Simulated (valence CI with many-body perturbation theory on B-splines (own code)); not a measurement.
# E1 transitions of Eu32+

Method: valence CI with perturbative core correlation (CI+MBPT): three valence electrons over a frozen Dirac-Fock core [Ar] 3d10, a basis of 11 s, 11 p, 9 d, 7 f, 5 g, 2 h, 1 i functions for each j, with the one-electron correlation potential Σ1, the two-electron term Σ2, the three-electron term Σ3, Breit, model QED; selected CI, second order for the rest (own B-spline code, finite nucleus).

The last digits are not significant, and no measured levels were compared; by estimate large intervals hold to a few tenths of a per cent, small ones and those within an open d or f shell to about a per cent.

Lines 1 to 50 of 267 in falling wavelength, among levels below 3045.8 × 10³ cm⁻¹, chosen from the strongest by gf and those to the six lowest levels. Wavelengths and rates use the calculated energies. Electric multipoles are in the length gauge, E1 and E2 with the static RPA response of the core. Weak lines are less certain than strong ones. Lines between different terms over intervals too small for the method are left out, as are lines whose strength nearly cancels. Where a level lies close to another of its J and parity, the split of strength between their lines is uncertain. The highest levels of a list are the least certain.

Levels are named by their leading jj configuration (3d3/2^4 stands for four electrons in 3d with j = 3/2), which in mixed levels can hold well under half, so a name can repeat and another be missing. Letters in brackets count levels of one name in rising energy.

| λ vac (nm) | Upper | Lower | A (s⁻¹) | S (a.u.) with core polarisation | S without |
| --- | --- | --- | --- | --- | --- |
| 43.19 | (4s 4p1/2^2) J=1/2 | (4s^2 4p3/2) J=3/2 | 2.67e+07 | 2.12e-03 | 2.28e-03 |
| 21.22 | (4p1/2 4p3/2 4d3/2) J=7/2 | (4s 4p3/2 4d3/2) J=5/2 [b] | 4.18e+09 | 1.58e-01 | 1.70e-01 |
| 20.94 | (4p1/2 4p3/2 4d5/2) J=7/2 [b] | (4s 4p3/2 4d5/2) J=5/2 [b] | 4.38e+09 | 1.59e-01 | 1.71e-01 |
| 20.65 | (4s 4p1/2 4f7/2) J=9/2 | (4s^2 4f7/2) J=7/2 | 4.20e+09 | 1.82e-01 | 1.96e-01 |
| 20.42 | (4s 4p1/2 4p3/2) J=3/2 [a] | (4s^2 4p3/2) J=3/2 | 1.03e+09 | 1.73e-02 | 1.86e-02 |
| 20.22 | (4s 4p1/2 4d3/2) J=5/2 | (4s^2 4d3/2) J=3/2 | 6.12e+09 | 1.50e-01 | 1.61e-01 |
| 20.02 | (4s 4p1/2 4d5/2) J=7/2 | (4s^2 4d5/2) J=5/2 | 4.73e+09 | 1.50e-01 | 1.61e-01 |
| 19.08 | (4p1/2 4p3/2 4d5/2) J=9/2 | (4s 4p3/2 4d5/2) J=7/2 [b] | 4.65e+09 | 1.60e-01 | 1.72e-01 |
| 18.92 | (4p1/2^2 4d5/2) J=5/2 | (4s 4p1/2 4d5/2) J=3/2 | 4.13e+09 | 8.28e-02 | 8.90e-02 |
| 18.89 | (4p1/2 4p3/2 4d5/2) J=9/2 | (4s 4p3/2 4d5/2) J=7/2 [a] | 4.73e+09 | 1.57e-01 | 1.69e-01 |
| 18.53 | (4s 4p1/2 4p3/2) J=5/2 | (4s^2 4p3/2) J=3/2 | 7.07e+09 | 1.33e-01 | 1.43e-01 |
| 18.12 | (4p1/2 4p3/2 4d5/2) J=3/2 [b] | (4s 4p3/2 4d5/2) J=3/2 [a] | 8.32e+09 | 9.77e-02 | 1.05e-01 |
| 18.10 | (4p1/2^2 4p3/2) J=3/2 | (4s 4p1/2 4p3/2) J=1/2 | 7.86e+09 | 9.21e-02 | 9.90e-02 |
| 18.08 | (4s 4p1/2 4f7/2) J=7/2 [c] | (4s^2 4f7/2) J=7/2 | 3.96e+09 | 9.25e-02 | 9.94e-02 |
| 17.94 | (4s 4p1/2 4f7/2) J=7/2 [c] | (4s^2 4f5/2) J=5/2 | 4.73e+09 | 1.08e-01 | 1.16e-01 |
| 17.94 | (4p1/2^2 4d3/2) J=3/2 | (4s 4p1/2 4d3/2) J=3/2 [b] | 7.15e+09 | 8.14e-02 | 8.76e-02 |
| 17.90 | (4p1/2^2 4d5/2) J=5/2 | (4s 4p1/2 4d5/2) J=5/2 [b] | 8.18e+09 | 1.39e-01 | 1.49e-01 |
| 17.89 | (4p1/2 4p3/2 4d5/2) J=1/2 | (4s 4p3/2 4d5/2) J=3/2 [a] | 1.49e+10 | 8.44e-02 | 9.07e-02 |
| 17.88 | (4p1/2 4p3/2 4d3/2) J=5/2 [a] | (4s 4p3/2 4d3/2) J=5/2 [a] | 7.81e+09 | 1.32e-01 | 1.42e-01 |
| 17.87 | (4p1/2^2 4d3/2) J=3/2 | (4s 4p1/2 4d3/2) J=1/2 | 8.01e+09 | 9.02e-02 | 9.70e-02 |
| 17.75 | (4s 4p1/2^2) J=1/2 | (4s^2 4p1/2) J=1/2 | 1.27e+10 | 6.99e-02 | 7.51e-02 |
| 17.58 | (4p1/2 4p3/2 4d3/2) J=7/2 | (4s 4p3/2 4d3/2) J=7/2 | 6.89e+09 | 1.48e-01 | 1.59e-01 |
| 17.53 | (4p1/2 4p3/2 4d5/2) J=7/2 [b] | (4s 4p3/2 4d5/2) J=7/2 [b] | 5.55e+09 | 1.18e-01 | 1.27e-01 |
| 17.38 | (4p1/2 4p3/2 4d5/2) J=3/2 [b] | (4s 4p3/2 4d5/2) J=1/2 | 7.72e+09 | 8.01e-02 | 8.61e-02 |
| 17.33 | (4s 4p1/2 4d5/2) J=5/2 [b] | (4s^2 4d5/2) J=5/2 | 6.17e+09 | 9.50e-02 | 1.02e-01 |
| 17.32 | (4p1/2^2 4p3/2) J=3/2 | (4s 4p1/2 4p3/2) J=3/2 [b] | 9.39e+09 | 9.63e-02 | 1.03e-01 |
| 17.17 | (4p1/2 4p3/2 4d3/2) J=1/2 [a] | (4s 4p3/2 4d3/2) J=1/2 [a] | 1.48e+10 | 7.37e-02 | 7.93e-02 |
| 17.08 | (4p1/2 4p3/2 4d5/2) J=5/2 [b] | (4s 4p3/2 4d5/2) J=7/2 [b] | 7.79e+09 | 1.15e-01 | 1.23e-01 |
| 16.95 | (4p1/2 4p3/2 4d3/2) J=3/2 [b] | (4s 4p3/2 4d5/2) J=5/2 [a] | 9.50e+09 | 9.14e-02 | 9.82e-02 |
| 16.94 | (4p1/2 4p3/2^2) J=1/2 | (4s 4p3/2^2) J=1/2 | 2.44e+10 | 1.17e-01 | 1.26e-01 |
| 16.92 | (4p1/2 4p3/2 4d5/2) J=5/2 [b] | (4s 4p3/2 4d5/2) J=7/2 [a] | 5.04e+09 | 7.23e-02 | 7.77e-02 |
| 16.91 | (4p1/2 4p3/2 4d3/2) J=3/2 [b] | (4s 4p3/2 4d3/2) J=3/2 [c] | 7.49e+09 | 7.16e-02 | 7.70e-02 |
| 16.47 | (4s 4p1/2 4d5/2) J=3/2 | (4s^2 4d5/2) J=5/2 | 8.70e+09 | 7.67e-02 | 8.24e-02 |
| 16.28 | (4s 4p1/2 4p3/2) J=3/2 [b] | (4s^2 4p3/2) J=3/2 | 7.79e+09 | 6.64e-02 | 7.12e-02 |
| 16.26 | (4p1/2 4p3/2 4d5/2) J=5/2 [a] | (4s 4p3/2 4d5/2) J=5/2 [a] | 1.03e+10 | 1.30e-01 | 1.40e-01 |
| 16.21 | (4s 4p1/2 4d5/2) J=5/2 [b] | (4s 4p3/2^2) J=3/2 | 5.48e+09 | 6.92e-02 | 7.44e-02 |
| 16.17 | (4p1/2 4p3/2 4d5/2) J=3/2 [a] | (4s 4p3/2 4d5/2) J=5/2 [a] | 1.15e+10 | 9.59e-02 | 1.03e-01 |
| 15.95 | (4p1/2 4p3/2^2) J=3/2 | (4s 4p3/2^2) J=5/2 | 2.08e+10 | 1.66e-01 | 1.79e-01 |
| 15.86 | (4p1/2 4p3/2 4d5/2) J=7/2 [a] | (4s 4p3/2 4d5/2) J=9/2 | 2.47e+10 | 3.90e-01 | 4.19e-01 |
| 15.72 | (4p1/2^2 4d5/2) J=5/2 | (4s 4p1/2 4d5/2) J=7/2 | 3.29e+10 | 3.78e-01 | 4.06e-01 |
| 15.64 | (4s 4p1/2 4p3/2) J=1/2 | (4s^2 4p3/2) J=3/2 | 1.35e+10 | 5.10e-02 | 5.48e-02 |
| 15.55 | (4p1/2^2 4d5/2) J=5/2 | (4s 4p1/2 4d5/2) J=5/2 [a] | 1.01e+10 | 1.13e-01 | 1.21e-01 |
| 15.39 | (4p1/2 4p3/2 4d5/2) J=9/2 | (4s 4p3/2 4d3/2) J=7/2 | 4.27e+09 | 7.68e-02 | 8.27e-02 |
| 15.34 | (4p1/2^2 4p3/2) J=3/2 | (4s 4p1/2 4p3/2) J=5/2 | 4.08e+10 | 2.90e-01 | 3.12e-01 |
| 15.32 | (4p1/2 4p3/2^2) J=5/2 | (4s 4p3/2^2) J=5/2 | 1.04e+10 | 1.11e-01 | 1.19e-01 |
| 15.29 | (4p1/2^2 4d5/2) J=5/2 | (4s 4p1/2 4d3/2) J=3/2 [b] | 8.33e+09 | 8.82e-02 | 9.49e-02 |
| 15.27 | (4p1/2 4p3/2 4d3/2) J=5/2 [b] | (4s 4p3/2 4d3/2) J=7/2 | 2.20e+10 | 2.32e-01 | 2.49e-01 |
| 15.20 | (4p1/2 4p3/2 4d5/2) J=9/2 | (4s 4p3/2 4d5/2) J=9/2 | 1.88e+10 | 3.26e-01 | 3.51e-01 |
| 15.19 | (4p1/2^2 4d3/2) J=3/2 | (4s 4p1/2 4d3/2) J=5/2 | 2.76e+10 | 1.91e-01 | 2.05e-01 |
| 14.86 | (4p1/2 4p3/2 4d5/2) J=5/2 [a] | (4s 4p3/2 4d3/2) J=3/2 [b] | 8.03e+09 | 7.81e-02 | 8.39e-02 |
